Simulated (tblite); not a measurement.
Compound: C3H6O3S.
SMILES with atom numbers: `[CH3:1]/[CH:2]=[CH:3]/[S:4](=[O:5])(=[O:6])[OH:7]` (hydrogens: H8, H9, H10 on C1; H11 on C2; H12 on C3; H13 on O7)

Computed with GFN2-xTB (tblite), gas phase: Langevin dynamics at 300 K from the optimised GFN2-xTB geometry, time step 0.5 fs, friction 0.01 fs⁻¹, 2000 steps. The instantaneous temperature is 2·E(kin)/(3Nk) with all 3N coordinates.

```tsv
t (fs)	T (K)	E(pot) above start (eV)	C1–C2 (Å)	C2=C3 (Å)	C3–S4 (Å)	S4=O5 (Å)	S4=O6 (Å)	C1–H8 (Å)	C2–C3–S4–O5 (°)
0	250	0.000	1.487	1.317	1.768	1.433	1.426	1.089	146
25	126	0.250	1.502	1.305	1.764	1.433	1.407	1.061	138
50	209	0.212	1.518	1.323	1.822	1.407	1.427	1.081	143
75	178	0.368	1.516	1.322	1.771	1.413	1.437	1.121	150
100	257	0.443	1.486	1.323	1.803	1.424	1.458	1.059	143
125	350	0.457	1.487	1.305	1.786	1.418	1.450	1.056	138
150	301	0.612	1.431	1.329	1.743	1.410	1.438	1.159	136
175	391	0.600	1.465	1.351	1.789	1.428	1.432	1.139	135
200	385	0.732	1.501	1.284	1.746	1.458	1.426	1.049	151
225	539	0.473	1.513	1.302	1.820	1.465	1.443	1.085	147
250	269	0.813	1.450	1.333	1.797	1.456	1.428	1.113	145
275	484	0.489	1.481	1.331	1.746	1.430	1.399	1.102	141
300	334	0.654	1.564	1.318	1.819	1.417	1.381	1.076	136
325	336	0.574	1.492	1.317	1.758	1.446	1.409	1.142	138
350	367	0.591	1.458	1.323	1.766	1.491	1.441	1.106	127
375	359	0.536	1.470	1.339	1.743	1.458	1.431	1.056	113
400	312	0.459	1.500	1.324	1.770	1.420	1.429	1.110	111
425	312	0.352	1.504	1.300	1.750	1.421	1.414	1.171	115
450	329	0.373	1.500	1.322	1.759	1.423	1.415	1.104	122
475	273	0.306	1.520	1.334	1.755	1.417	1.423	1.027	129
500	228	0.455	1.493	1.289	1.786	1.428	1.434	1.127	135
525	220	0.368	1.467	1.309	1.770	1.423	1.441	1.135	140
550	241	0.418	1.518	1.348	1.724	1.430	1.434	1.047	143
575	226	0.383	1.580	1.331	1.804	1.428	1.453	1.076	141
600	185	0.391	1.520	1.330	1.766	1.436	1.444	1.130	138
625	326	0.282	1.483	1.320	1.750	1.434	1.462	1.079	136
650	203	0.442	1.478	1.332	1.781	1.409	1.434	1.054	132
675	200	0.428	1.468	1.295	1.768	1.392	1.444	1.110	136
700	297	0.433	1.483	1.322	1.858	1.404	1.447	1.143	137
725	253	0.529	1.563	1.368	1.754	1.392	1.440	1.059	137
750	286	0.389	1.536	1.320	1.765	1.421	1.467	1.091	129
775	322	0.409	1.480	1.282	1.753	1.442	1.485	1.085	126
800	269	0.466	1.457	1.348	1.742	1.450	1.461	1.082	118
825	344	0.430	1.488	1.366	1.825	1.421	1.455	1.119	126
850	283	0.458	1.530	1.306	1.739	1.404	1.422	1.118	131
875	279	0.423	1.524	1.294	1.825	1.413	1.423	1.065	117
900	300	0.576	1.487	1.333	1.728	1.408	1.425	1.066	124
925	408	0.423	1.539	1.348	1.803	1.429	1.434	1.111	125
950	350	0.492	1.488	1.288	1.765	1.427	1.454	1.133	125
975	295	0.552	1.451	1.328	1.789	1.432	1.471	1.060	129
1000	312	0.576	1.490	1.344	1.719	1.413	1.442	1.035	147
```

**Question.** From 500 fs on, how do temperature and potential energy compare with equipartition?

**Answer.** The mean temperature of these 21 frames is 278 K against the target 300 K, and the mean potential energy 0.44 eV against 33 × kT/2 = 0.43 eV for 33 classical harmonic modes. For 13 atoms in a canonical ensemble the temperature itself scatters by T·√(2/(3N)) = 68 K; here its standard deviation is 55 K. The whole run lasts only 10 friction times of 100 fs, so these averages carry a wide statistical error.

**Question.** What are the kinetic and total energies of the listed frame with the highest potential energy?

**Answer.** The one at 250 fs, 0.813 eV above the start. Its kinetic energy is 3NkT/2 = 0.452 eV at 269 K, so the sum is 1.27 eV; over the listed frames the sum runs from 0.42 to 1.38 eV, since the thermostat adds and removes energy.

**Question.** How much do the listed bonds fluctuate from 500 fs on?

**Answer.** 
```csv
bond,at the start (Å),mean (Å),standard deviation (Å)
C1–C2,1.487,1.501,0.034
C2=C3,1.317,1.324,0.025
C3–S4,1.768,1.772,0.035
S4=O5,1.433,1.421,0.015
S4=O6,1.426,1.446,0.016
C1–H8,1.089,1.092,0.032
```

The motion is classical and holds no zero-point motion.

The cost below is that of the whole dynamics run. Time: 10 s of wall time; peak memory 0.19 GiB. Hardware: an Arm Neoverse V1 with one thread, no GPU, on a shared host.
